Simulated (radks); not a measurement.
The numbers below are computed, except where a source is named.
The holmium ion Ho9+, 58 electrons, occupied as [Kr] 4d10 4f9 5s2 5p1. Code: a radial shooting solver on a logarithmic mesh with Libxc functionals. Model: scalar-relativistic Kohn-Sham, SCAN, spin-polarised, spherical densities, finite nucleus; open shells are filled with parallel spins first (spin-orbit coupling, left out, can overturn this in heavy ions); meta-GGA in the generalised Kohn-Sham scheme; Fermi nuclear charge, rms radius 5.2022 fm.

Unscreened Slater integrals over Kohn-Sham orbitals (cm^-1). They are taken over the spin-up orbitals.

\begin{tabular}{lr}
integral & value \\ \hline
F0(4f,4f) & 289470 \\
F2(4f,4f) & 141280 \\
F4(4f,4f) & 89387 \\
F6(4f,4f) & 64519 \\
F0(4f,5p) & 187080 \\
F2(4f,5p) & 66254 \\
G2(4f,5p) & 29845 \\
G4(4f,5p) & 24617 \\
F0(4f,5s) & 201150 \\
G3(4f,5s) & 34209 \\
F0(4f,4d) & 309350 \\
F2(4f,4d) & 151350 \\
F4(4f,4d) & 97301 \\
G1(4f,4d) & 177410 \\
G3(4f,4d) & 112570 \\
G5(4f,4d) & 79916 \\
F0(5p,5p) & 156680 \\
F2(5p,5p) & 85895 \\
F0(5p,5s) & 163540 \\
G1(5p,5s) & 111960 \\
F0(5p,4d) & 192440 \\
F2(5p,4d) & 59646 \\
G1(5p,4d) & 17248 \\
G3(5p,4d) & 17121 \\
F0(5s,5s) & 171840 \\
F0(5s,4d) & 207720 \\
G2(5s,4d) & 23280 \\
F0(4d,4d) & 335320 \\
F2(4d,4d) & 170810 \\
F4(4d,4d) & 114480 \\
\end{tabular}

Derived for the open shells (J is the average intra-shell exchange parameter used in DFT+U). 4f: F4/F2 = 0.633, F6/F2 = 0.457, J = (286 F2 + 195 F4 + 250 F6)/6435 = 11490 cm^-1. 5p: J = F2/5 = 17180 cm^-1.
